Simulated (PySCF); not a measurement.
Isomers of C10H11N, from PySCF, PBE0-D3(BJ)/def2-SVP geometry optimisation, gas phase. One conformer each, no zero-point energy, no frequencies.

Task: Which isomer lies lowest at this level?
A. `[CH2:1]=[C:2]([CH3:3])/[CH:4]=[CH:5]\[c:6]1[cH:7][cH:8][cH:9][cH:10][n:11]1` with C1–C2–C4–C5 -167°, C4–C5–C6–C7 47°: A = 2595, B = 664.4, C = 591.9 MHz, dipole 2.07 D
B. `[CH3:1]/[N:2]=[CH:3]/[C@:4]12[C@H:5]3[C@@H:6]4[C@@H:7]5[C@H:8]3[C@H:9]1[C@@H:10]5[C@H:11]24` with N2–C3–C4–C5 -1°: A = 3159, B = 785.2, C = 775.6 MHz, dipole 1.17 D
C. `[CH3:1][c:2]1[cH:3][cH:4][cH:5][c:6]([C@H:7]([CH3:8])[C:9]#[N:10])[cH:11]1` with C5–C6–C7–C8 -95°: A = 1779, B = 768.6, C = 620.7 MHz, dipole 3.75 D

Result: C. That is `Cc1cccc([C@H](C)C#N)c1`, 22.2 kcal/mol below the next.

| SMILES | mapped SMILES | E (Eh) | relative (kcal/mol) | relative (kJ/mol) | dipole (D) |
| --- | --- | --- | --- | --- | --- |
| Cc1cccc([C@H](C)C#N)c1 | [CH3:1][c:2]1[cH:3][cH:4][cH:5][c:6]([C@H:7]([CH3:8])[C:9]#[N:10])[cH:11]1 | -441.60554 | 0.0 | 0.0 | 3.75 |
| C=C(C)/C=C\c1ccccn1 | [CH2:1]=[C:2]([CH3:3])/[CH:4]=[CH:5]\[c:6]1[cH:7][cH:8][cH:9][cH:10][n:11]1 | -441.57018 | 22.2 | 92.8 | 2.07 |
| C/N=C/[C@]12[C@H]3[C@@H]4C5[C@H]3[C@H]1[C@@H]5[C@@H]42 | [CH3:1]/[N:2]=[CH:3]/[C@:4]12[C@H:5]3[C@@H:6]4[C@@H:7]5[C@H:8]3[C@H:9]1[C@@H:10]5[C@H:11]24 | -441.42323 | 114.4 | 478.6 | 1.17 |

As drawn, the lowest has an aromatic ring and a C≡N group, which the highest lacks; the highest has a four-membered ring, a C=N bond and a quaternary carbon, which the lowest lacks.
